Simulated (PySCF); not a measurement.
**Sc(2+) (scandium, charge +2): UHF calculation**

Configuration: [Ar] 4s1, 2S determinant (an excited configuration). Computed with PySCF 2.14 in aug-cc-pVDZ (7s6p4d2f, 59 functions), with the non-relativistic Hamiltonian (point nucleus).

* Total energy: -758.970573 hartree
* One-electron energy: -1023.3060 hartree
* Hartree (Coulomb) energy: 301.7999 hartree
* Exchange energy: -37.4645 hartree
* Kinetic energy: 758.32195 hartree
* ⟨S²⟩: 0.7501
* ⟨L²⟩: 0.000
* Sum of ⟨r⟩: 14.78 bohr
* Sum of ⟨r²⟩: 23.43 bohr²
* Density at the nucleus (Gaussians lack the cusp): 6140 bohr⁻³
* Spin density at the nucleus: 3.86 bohr⁻³
* Langevin diamagnetic susceptibility: -18.6 ×10⁻⁶ cm³/mol

| shell | electrons | mean orbital energy (eV) | rms radius, mean of both spins (bohr) |
| --- | --- | --- | --- |
| 1s α | 1 | -4538.4 | 0.0852 |
| 1s β | 1 | -4538.3 | 0.0852 |
| 2s α | 1 | -543.79 | 0.373 |
| 2s β | 1 | -543.58 | 0.373 |
| 2p α | 3 | -450.81 | 0.341 |
| 2p β | 3 | -450.73 | 0.341 |
| 3s α | 1 | -92.269 | 1.14 |
| 3s β | 1 | -91.775 | 1.14 |
| 3p α | 3 | -64.461 | 1.26 |
| 3p β | 3 | -64.241 | 1.26 |
| 4s α | 1 | -20.943 | 3.22 |
